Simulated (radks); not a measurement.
Spherical quantum dot in the effective-mass picture: electrons in a parabolic well V = omega^2 r^2 / 2 with omega = 4.34, with a point charge +1 (a donor) at the centre, all in effective atomic units (hartree* = m*/eps^2 hartree, bohr* = eps/m* bohr), one dielectric constant everywhere. Method: non-relativistic Kohn-Sham, LDA (Slater exchange, Perdew-Wang correlation), spin-polarised, spherical densities; computed with a radial shooting solver with Libxc functionals. Levels are named by radial order and angular momentum (1s, 1p, 1d, 2s, ...), and open shells are averaged over m.

N = 12, configuration 1s2 1p6 1d(up 2, down 0) 2s2. This is the lowest configuration that the search found. Occupied and some empty levels:

level,occupation,eigenvalue (hartree*),<r> (bohr*)
1s up,1,18.133,0.5898
1s down,1,18.206,0.5867
1p up,3,21.751,0.8051
1p down,3,21.857,0.8039
2s up,1,25.067,0.8541
2s down,1,25.147,0.8562
1d up,2,25.255,0.9512
1d down,0,25.369,0.9517
1f up,0,28.870,1.070
1f down,0,28.981,1.071
2p up,0,29.172,0.9880
2p down,0,29.246,0.9892
1g up,0,32.600,1.174
1g down,0,32.700,1.175

Energy (hartree*): total 191.236, kinetic 58.103, external 64.295, Hartree 80.263, exchange-correlation -11.425.

Electron density:

r (bohr*),n(r) (e/bohr*^3)
0.0775,8.319
0.207,6.035
0.336,4.318
0.466,3.242
0.595,2.611
0.725,2.134
0.854,1.626
0.984,1.089
1.11,0.6221
1.24,0.2979
1.37,0.1204
1.50,0.04082
1.63,0.01151
